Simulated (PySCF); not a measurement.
An excited-state job on `O=C([SiH2][GeH3])O`.

Computed with TDDFT PBE0/def2-SVPD, vertical, gas phase, core orbitals frozen in the response (PySCF 2.14.0, density-fitted response routines). Geometry: GFN2-xTB. A driver script takes a list of jobs; this job's settings line and coordinates (Å) are shown.

Command:
```bash
OMP_NUM_THREADS=1 python probes_run.py task.json out
```

Input:
```
{"job": {"kind": "uv", "xc": "PBE0", "basis": "def2-SVPD", "nstates": 6, "ntriplets": 2}, "charge": 0, "multiplicity": 1}
O      2.779116    -0.210296    -0.219477
C      1.608414    -0.013461    -0.031460
O      1.168929     0.968743     0.774997
Si     0.102552    -0.952743    -0.759624
Ge    -1.638431     0.254796     0.209030
H      1.901057     1.473784     1.168515
H      0.217457    -2.351536    -0.344080
H      0.202494    -0.880964    -2.217864
H     -1.663281     0.226874     1.705122
H     -1.662738     1.711264    -0.133675
H     -3.010145    -0.223791    -0.177449
```

Output:
```
coarse grid: 44200 points
cycle   1  E = -2557.4437145565  dE = -8.756e-03  |g| = 8.868e-01  |ddm| = 3.997e+00
cycle   2  E = -2557.0666537503  dE =  3.771e-01  |g| = 1.642e+00  |ddm| = 2.315e+00
cycle   3  E = -2557.5682810739  dE = -5.016e-01  |g| = 3.144e-01  |ddm| = 1.759e+00
cycle   4  E = -2557.5854383223  dE = -1.716e-02  |g| = 8.214e-02  |ddm| = 3.234e-01
cycle   5  E = -2557.5866260718  dE = -1.188e-03  |g| = 2.429e-02  |ddm| = 8.707e-02
cycle   6  E = -2557.5867077581  dE = -8.169e-05  |g| = 5.016e-03  |ddm| = 2.730e-02
cycle   7  E = -2557.5867120182  dE = -4.260e-06  |g| = 9.749e-04  |ddm| = 7.597e-03
final grid: 90824 points
cycle   8  E = -2557.5867079917  dE =  3.831e-07  |g| = 1.827e-03  |ddm| = 4.501e-03
cycle   9  E = -2557.5867057266  dE =  2.265e-06  |g| = 3.917e-03  |ddm| = 4.494e-03
cycle  10  E = -2557.5867086144  dE = -2.888e-06  |g| = 2.318e-04  |ddm| = 3.111e-03
cycle  11  E = -2557.5867086232  dE = -8.769e-09  |g| = 2.761e-05  |ddm| = 2.483e-04
cycle  12  E = -2557.5867086233  dE = -1.282e-10  |g| = 1.112e-05  |ddm| = 4.711e-05
converged SCF energy = -2557.5867086233

Static polarisability (au): isotropic 80.084, principal 63.745 80.871 95.634

Singlet excitations
state   eV       nm        f      main configurations
  1   4.8556    255.3   0.00031   H->L 0.94
  2   6.5780    188.5   0.02669   H->L+1 0.97
  3   6.7651    183.3   0.01276   H-1->L 0.87
  4   6.8707    180.5   0.02460   H->L+2 0.91
  5   7.1127    174.3   0.00057   H->L+3 0.88
  6   7.3266    169.2   0.02561   H-2->L 0.50, H->L+4 0.33, H-1->L+1 0.10

Triplet excitations (Tamm-Dancoff, eV): 4.2268 5.6454
```

The SCF starts on a coarse grid where the log names one; the energy can jump when the final grid takes over, and dE then counts from the start density on the new grid. H and L stand for HOMO and LUMO; the number after each pair is its weight.

Question: How does the lowest singlet excitation compare with the HOMO–LUMO gap?

Answer: HOMO -7.85 eV and LUMO -1.06 eV give a gap of 6.79 eV; S1 at 4.86 eV lies 1.93 eV below it.

Question: Give the mean polarisability as a volume in Å³, and the ratio of the largest to the smallest principal value.

Answer: 80.084 au × 0.148185 = 11.87 Å³; 95.634/63.745 = 1.50.

Main results: HOMO -7.85 eV, LUMO -1.06 eV; lowest singlet 4.86 eV; lowest triplet 4.23 eV (Tamm–Dancoff); mean polarisability 80.1 au.

 The PBE0/def2-SVPD calculation is non-relativistic and has no spin–orbit coupling, an omission that weighs most on germanium.

Question: Estimate the wall time. Hardware: an Arm Neoverse V2 with one thread, no GPU (shared host). And the peak memory of the process?

Answer: About 17 s, with 0.72 GiB resident at the peak, the Python interpreter and its libraries included.

One conformer stands for the species.
Labels such as C1 count atoms from 1, the log's own numbers from 0.
